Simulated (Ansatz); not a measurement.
```yaml
crystal:
  periodic: [false, false, false]
  atoms:
    - {symbol: C, position_ang: [-0.461559, 2.061822, 0.240054]}
    - {symbol: N, position_ang: [-0.344296, 0.515154, 0.317630]}
    - {symbol: B, position_ang: [0.601893, -0.155613, -0.258931]}
    - {symbol: Si, position_ang: [0.435572, -2.111152, -0.266827]}
    - {symbol: H, position_ang: [-1.411792, 2.439474, -0.174234]}
    - {symbol: H, position_ang: [0.344236, 2.459080, -0.330294]}
    - {symbol: H, position_ang: [-0.309272, 2.405065, 1.341161]}
    - {symbol: H, position_ang: [-1.214200, 0.120700, 0.805425]}
    - {symbol: H, position_ang: [1.505884, 0.476811, -0.970765]}
    - {symbol: H, position_ang: [0.429628, -2.797254, -1.680347]}
    - {symbol: H, position_ang: [1.739549, -2.607095, 0.487352]}
    - {symbol: H, position_ang: [-0.674826, -2.629401, 0.560471]}
basis:
  gaussian: {orbitals: aug-cc-pVDZ}
total_charge: 4
hamiltonian: {xc: {name: wB97}, pseudopotentials: {relativity: none}}
scf: {lower_state_search: full}
output: {forces: true}
```

```sh
$ ansatz run in.yaml --threads 2 --pin off --events-out ev --progress --plain --max-ram 4352MiB
```

It prints (some lines left out):

```
Functional definition: wB97
1516 factors; their error is unknown
868 factors; integrals over basis functions are off by at most 9.9e-6 eV
mean field evaluation 1: about -11058.8593 eV, gradient 1.5e2 eV
mean field evaluation 2: about -10420.6909 eV, gradient 3.5e2 eV
mean field evaluation 4: about -11075.7486 eV, gradient 9.7e1 eV
mean field evaluation 8: about -11131.0491 eV, gradient 2.0e0 eV
mean field evaluation 32: about -11132.1720 eV, gradient 4.3e0 eV
mean field evaluation 96: about -11128.7564 eV, gradient 2.5e1 eV
mean field -11132.28927880 eV, -409.1040852594 hartree, gradient 1.7e-5 eV, S^2 0.000000; 6 other end points of the search recorded, 0 dependent functions left out
reference -11132.28926461 eV, -409.1040847377 hartree; 18, 18 occupied and 150, 150 virtual orbitals, 1516 factors
Total energy: -11132.28926461 eV, -409.1040847377 hartree
Atom 0 at    -0.461559     2.061822     0.240054 Å, force     1.156656    -4.208008    -3.457420 eV/Å
Atom 1 at    -0.344296     0.515154     0.317630 Å, force    -6.852023     6.891833     4.836854 eV/Å
Atom 2 at     0.601893    -0.155613    -0.258931 Å, force     3.229794     1.515516    -3.569690 eV/Å
Atom 3 at     0.435572    -2.111152    -0.266827 Å, force    -0.139469    -3.471984    -2.096640 eV/Å
Atom 4 at    -1.411792     2.439474    -0.174234 Å, force    -2.102557     0.707569     0.713939 eV/Å
Atom 5 at     0.344236     2.459080    -0.330294 Å, force     1.591744     0.703264    -0.733992 eV/Å
Atom 6 at    -0.309272     2.405065     1.341161 Å, force    -0.563994     0.078073     2.143897 eV/Å
Atom 7 at    -1.214200     0.120700     0.805425 Å, force     0.485161     0.421924     0.688277 eV/Å
Atom 8 at     1.505884     0.476811    -0.970765 Å, force     1.589562    -1.317492     0.183830 eV/Å
Atom 9 at     0.429628    -2.797254    -1.680347 Å, force     1.504760    -0.024907    -1.766431 eV/Å
Atom 10 at     1.739549    -2.607095     0.487352 Å, force     1.318367    -1.701261     0.456148 eV/Å
Atom 11 at    -0.674826    -2.629401     0.560471 Å, force    -1.218001     0.405473     2.601228 eV/Å
Dipole moment:     0.119661    -0.087351     0.054727 e Å
```

Task: What is wrong with this run?

Result: The charge is far from anything that the molecule holds. The calculation finished and met its thresholds. The result belongs to that input, not to the molecule as meant.
